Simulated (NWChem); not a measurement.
System: aminoborane (BNH$_{4}$); SMILES NB

NWChem input:

```
start job
memory heap 200 mb stack 900 mb global 1100 mb
geometry units angstroms noautoz
  B      0.000000     0.000000     0.769937
  N      0.000000     0.000000    -0.617404
  H      0.000000    -1.057459     1.358265
  H      0.000000     1.057459     1.358265
  H      0.000000     0.846359    -1.172053
  H      0.000000    -0.846359    -1.172053
end
basis spherical
  * library def2-tzvp
end
dft
  xc hfexch
  iterations 150
  mulliken
end
task dft energy
```

Structure relaxed at the PBE0/def2-SVP level.

**Question.** Predict the main results of this run. (Hartree-Fock/def2-TZVP.) Quantities: energy (Ha); highest occupied level (eV); orbital gap (eV); dipole (D).

**Answer.** 
```yaml
energy (Ha): -81.53
highest occupied level (eV): -11.98
orbital gap (eV): 15.26
dipole (D): 1.76
```
